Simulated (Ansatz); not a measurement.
All numbers were calculated with Ansatz.

C9H17HfN (`C[N](C)[Hf]1234([CH3])([CH3])[C@H]5[C@@H]1[C@@H]2[C@@H]3[C@H]54`) at its PBE0-D4/def2-TZVP geometry, where that method's forces vanish. Charge 0, multiplicity 1. Hf: def2 effective core potential.

```json
{"atom": "C1", "x (Å)": "-0.853", "y (Å)": "-0.571", "z (Å)": "-2.574"}
{"atom": "N2", "x (Å)": "-0.610", "y (Å)": "0.435", "z (Å)": "-1.571"}
{"atom": "C3", "x (Å)": "-0.491", "y (Å)": "1.756", "z (Å)": "-2.131"}
{"atom": "Hf4", "x (Å)": "-0.220", "y (Å)": "-0.020", "z (Å)": "0.375"}
{"atom": "C5", "x (Å)": "-1.676", "y (Å)": "-1.652", "z (Å)": "0.868"}
{"atom": "C6", "x (Å)": "-0.955", "y (Å)": "1.751", "z (Å)": "1.533"}
{"atom": "C7", "x (Å)": "1.459", "y (Å)": "-0.739", "z (Å)": "2.220"}
{"atom": "C8", "x (Å)": "1.943", "y (Å)": "0.457", "z (Å)": "1.655"}
{"atom": "C9", "x (Å)": "2.270", "y (Å)": "0.199", "z (Å)": "0.304"}
{"atom": "C10", "x (Å)": "1.981", "y (Å)": "-1.157", "z (Å)": "0.038"}
{"atom": "C11", "x (Å)": "1.476", "y (Å)": "-1.735", "z (Å)": "1.225"}
{"atom": "H12", "x (Å)": "-0.053", "y (Å)": "-0.601", "z (Å)": "-3.330"}
{"atom": "H13", "x (Å)": "-1.799", "y (Å)": "-0.393", "z (Å)": "-3.106"}
{"atom": "H14", "x (Å)": "-0.921", "y (Å)": "-1.566", "z (Å)": "-2.122"}
{"atom": "H15", "x (Å)": "-1.416", "y (Å)": "2.065", "z (Å)": "-2.641"}
{"atom": "H16", "x (Å)": "-0.293", "y (Å)": "2.496", "z (Å)": "-1.349"}
{"atom": "H17", "x (Å)": "0.324", "y (Å)": "1.820", "z (Å)": "-2.868"}
{"atom": "H18", "x (Å)": "-2.677", "y (Å)": "-1.294", "z (Å)": "0.591"}
{"atom": "H19", "x (Å)": "-1.511", "y (Å)": "-2.591", "z (Å)": "0.327"}
{"atom": "H20", "x (Å)": "-1.700", "y (Å)": "-1.899", "z (Å)": "1.935"}
{"atom": "H21", "x (Å)": "-0.385", "y (Å)": "2.673", "z (Å)": "1.369"}
{"atom": "H22", "x (Å)": "-1.988", "y (Å)": "1.950", "z (Å)": "1.211"}
{"atom": "H23", "x (Å)": "-0.978", "y (Å)": "1.579", "z (Å)": "2.615"}
{"atom": "H24", "x (Å)": "1.100", "y (Å)": "-0.861", "z (Å)": "3.232"}
{"atom": "H25", "x (Å)": "2.039", "y (Å)": "1.405", "z (Å)": "2.162"}
{"atom": "H26", "x (Å)": "2.666", "y (Å)": "0.913", "z (Å)": "-0.404"}
{"atom": "H27", "x (Å)": "2.117", "y (Å)": "-1.661", "z (Å)": "-0.908"}
{"atom": "H28", "x (Å)": "1.152", "y (Å)": "-2.758", "z (Å)": "1.345"}
```

Problem. For each bond, give half the difference of the two atoms' forces along it (eV/Å; positive pushes the atoms apart) under PBE-D4, r2SCAN-D4, B3LYP-D4, ωB97M-V in def2-TZVPP. (Best estimate.)

Solution. The calculation gave: 
```
   bond  length (Å)  PBE-D4  r2SCAN-D4  B3LYP-D4  ωB97M-V
 C1–H12       1.101    0.10      -0.04     -0.07    -0.11
 C1–H13       1.100    0.11      -0.03     -0.08    -0.13
 C3–H15       1.100    0.11      -0.03     -0.08    -0.13
 C3–H17       1.101    0.10      -0.04     -0.07    -0.11
 Hf4–C9       2.501    0.10       0.10      0.21     0.04
Hf4–C10       2.500    0.11       0.10      0.21     0.04
Hf4–C11       2.557    0.10       0.10      0.21     0.03
 C5–H18       1.099    0.13      -0.01     -0.07    -0.07
 C5–H19       1.096    0.12      -0.01     -0.05    -0.03
 C6–H21       1.096    0.12      -0.01     -0.05    -0.03
 C6–H22       1.099    0.13      -0.01     -0.07    -0.07
 C9–H26       1.081   -0.04      -0.11     -0.17    -0.11
C10–C11       1.413    0.19       0.13      0.15     0.06
C11–H28       1.080   -0.04      -0.11     -0.17    -0.10
```

B3LYP here is the variant with VWN-RPA as its local correlation; programs differ in this.
